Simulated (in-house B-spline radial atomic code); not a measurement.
# Excitations of Ne IX (Ne8+) by several methods

Full response, energies in eV; labels give the largest channel, * marks a mixed state, a dash one above the method's threshold, and an imaginary frequency an unstable closed-shell reference. Computed with an all-electron radial atomic-structure program (B-spline basis): linear response of the closed shell 1s2 with each method's own kernel (bare exchange for TDHF, static screening on G0W0 levels for BSE, the adiabatic kernel for functionals); scalar-relativistic (spin-free one-electron X2C), finite nucleus, no spin-orbit coupling, no double excitations, S, P, D and F terms only.

```json
{"method": "TDHF", "1s → 2s 3S": "?", "1s → 2p 3P": "?", "1s → 2s 1S": "?", "α (bohr³)": "?"}
{"method": "BSE on G0W0@HF", "1s → 2s 3S": "905.02", "1s → 2p 3P": "914.81", "1s → 2s 1S": "915.90", "α (bohr³)": "0.001037"}
{"method": "LDA VWN5", "1s → 2s 3S": "879.84", "1s → 2p 3P": "891.26", "1s → 2s 1S": "888.92", "α (bohr³)": "0.001073"}
{"method": "PBE", "1s → 2s 3S": "883.12", "1s → 2p 3P": "894.60", "1s → 2s 1S": "892.91", "α (bohr³)": "0.001061"}
{"method": "PBE0", "1s → 2s 3S": "888.93", "1s → 2p 3P": "900.03", "1s → 2s 1S": "898.98", "α (bohr³)": "0.001055"}
{"method": "B3LYP (VWN-RPA)", "1s → 2s 3S": "877.98", "1s → 2p 3P": "890.75", "1s → 2s 1S": "894.01", "α (bohr³)": "0.001056"}
{"method": "CAM-B3LYP", "1s → 2s 3S": "?", "1s → 2p 3P": "?", "1s → 2s 1S": "?", "α (bohr³)": "?"}
{"method": "LC-wPBE", "1s → 2s 3S": "881.88", "1s → 2p 3P": "893.77", "1s → 2s 1S": "891.51", "α (bohr³)": "0.001061"}
{"method": "wB97X", "1s → 2s 3S": "889.36", "1s → 2p 3P": "901.86", "1s → 2s 1S": "899.68", "α (bohr³)": "0.001049"}
{"method": "HSE06", "1s → 2s 3S": "889.03", "1s → 2p 3P": "900.09", "1s → 2s 1S": "899.09", "α (bohr³)": "0.001055"}
{"method": "BHandHLYP", "1s → 2s 3S": "882.21", "1s → 2p 3P": "895.01", "1s → 2s 1S": "900.28", "α (bohr³)": "0.001049"}
{"method": "BLYP", "1s → 2s 3S": "871.26", "1s → 2p 3P": "884.64", "1s → 2s 1S": "888.58", "α (bohr³)": "0.00106"}
{"method": "PBEsol", "1s → 2s 3S": "881.14", "1s → 2p 3P": "892.71", "1s → 2s 1S": "890.83", "α (bohr³)": "0.001065"}
{"method": "BP86", "1s → 2s 3S": "884.64", "1s → 2p 3P": "896.36", "1s → 2s 1S": "894.00", "α (bohr³)": "0.001058"}
{"method": "LDA exchange-only", "1s → 2s 3S": "877.33", "1s → 2p 3P": "888.86", "1s → 2s 1S": "887.15", "α (bohr³)": "0.001075"}
{"method": "B97-1", "1s → 2s 3S": "887.95", "1s → 2p 3P": "899.83", "1s → 2s 1S": "898.50", "α (bohr³)": "0.001055"}
{"method": "RPBE", "1s → 2s 3S": "883.18", "1s → 2p 3P": "894.78", "1s → 2s 1S": "892.98", "α (bohr³)": "0.001059"}
{"method": "OLYP", "1s → 2s 3S": "869.72", "1s → 2p 3P": "883.70", "1s → 2s 1S": "887.13", "α (bohr³)": "0.001059"}
```

Problem. What does TDHF give?

Solution. 1s → 2s 3S: 905.08; 1s → 2p 3P: 915.13; 1s → 2s 1S: 916.06; α: 0.001039 (eV, bohr³).

Problem. What does CAM-B3LYP give?

Solution. 1s → 2s 3S: 877.83; 1s → 2p 3P: 890.77; 1s → 2s 1S: 893.80; α: 0.001055 (eV, bohr³).
